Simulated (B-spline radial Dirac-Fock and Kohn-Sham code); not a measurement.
**L-shell conversion coefficients of As against transition energy**

Method: a Dirac-Hartree-Slater potential of the neutral atom with a Latter tail (no hole, which puts coefficients of high multipoles low close above an edge), finite nucleus with surface currents. Computed with a radial B-spline solver. Subshells within 1 keV of threshold and pair formation are left out.

```
energy (keV)        E2        E3        E4        M1        M2        M4
          20       109     14700  1.26e+06     0.909      79.5    551000
        26.3      29.9      2840    189000     0.404      24.2     84900
        29.4      17.9      1460     87500     0.291      15.0     40100
        30.7      14.6      1130     64800     0.256      12.5     30100
        36.4      6.77       412     20000     0.155      6.09      9760
        41.7      3.70       186      7820     0.105      3.46      4030
          50      1.68      64.8      2250    0.0619      1.64      1260
        55.8      1.05      34.6      1070    0.0451      1.06       628
         100    0.0930      1.39      21.8   0.00876     0.109      18.1
         107    0.0708     0.968      14.1   0.00727    0.0842      12.2
         109    0.0657     0.878      12.5   0.00691    0.0786      11.0
         112    0.0589     0.762      10.5   0.00642    0.0710      9.38
         120    0.0447     0.532      6.75   0.00532    0.0550      6.31
         158    0.0151     0.131      1.22   0.00255    0.0203      1.35
         200   0.00611    0.0414     0.297   0.00137   0.00893     0.382
         242   0.00299    0.0169    0.0992  0.000844   0.00469     0.143
         305   0.00129   0.00592    0.0279  0.000474   0.00221    0.0454
         400  0.000503   0.00186   0.00696  0.000246  0.000946    0.0128
         443  0.000359   0.00123   0.00425  0.000193  0.000696   0.00810
         500  0.000244  0.000770   0.00243  0.000146  0.000487   0.00480
         557  0.000175  0.000514   0.00150  0.000114  0.000357   0.00305
         733  7.95e-05  0.000198  0.000487  6.16e-05  0.000167   0.00103
        1000  3.60e-05  7.69e-05  0.000160  3.18e-05  7.45e-05  0.000333
        1140  2.65e-05  5.36e-05  0.000105  2.43e-05  5.39e-05  0.000214
        1340  1.86e-05  3.53e-05  6.48e-05  1.76e-05  3.66e-05  0.000128
        2000  8.43e-06  1.40e-05  2.24e-05  8.24e-06  1.49e-05  3.96e-05
        2070  7.92e-06  1.30e-05  2.06e-05  7.74e-06  1.39e-05  3.60e-05
        2100  7.71e-06  1.26e-05  1.99e-05  7.54e-06  1.35e-05  3.47e-05
```

**Question.** How fast do they fall between 2000 and 2100 keV?

**Answer.** As powers of the energy: E2 E^-1.83, E3 E^-2.12, E4 E^-2.41, M1 E^-1.81, M2 E^-2.12, M4 E^-2.71. Within one type (E or M) the higher multipoles fall faster.
